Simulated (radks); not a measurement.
Question: These are the eigenvalues of the occupied orbitals of an atom or ion with whole-number occupations (hartree). Method: scalar-relativistic Kohn-Sham, LDA (Slater exchange, VWN5 correlation), spin-unpolarised, spherical densities, finite nucleus; Fermi nuclear charge, rms radius of each element as measured or else 0.836 A^(1/3) + 0.57 fm; computed with a radial shooting solver on a logarithmic mesh with Libxc functionals.

orbital  eigenvalue
1s        -2248.621
2s        -381.4848
2p        -336.4908
3s        -86.38135
3p        -72.81255
3d        -56.23908
4s        -17.40333
4p        -12.94609
4d         -7.07336
5s         -2.57246
5p         -1.55922
4f         -0.66034

Which element is it, and in what charge state? The configuration may be excited.

Answer: Z = 70, ytterbium, charge +2: Yb2+ in [Xe] 4f14. The list shows which subshells hold electrons but not how many an open one holds; the 1s level, -2248.6 hartree, gives Z - s = 67.1 by -(Z - s)^2/2, which with screening and relativity narrows Z to a few neighbours, and the depths of the outer levels then fix element, charge and occupations together.
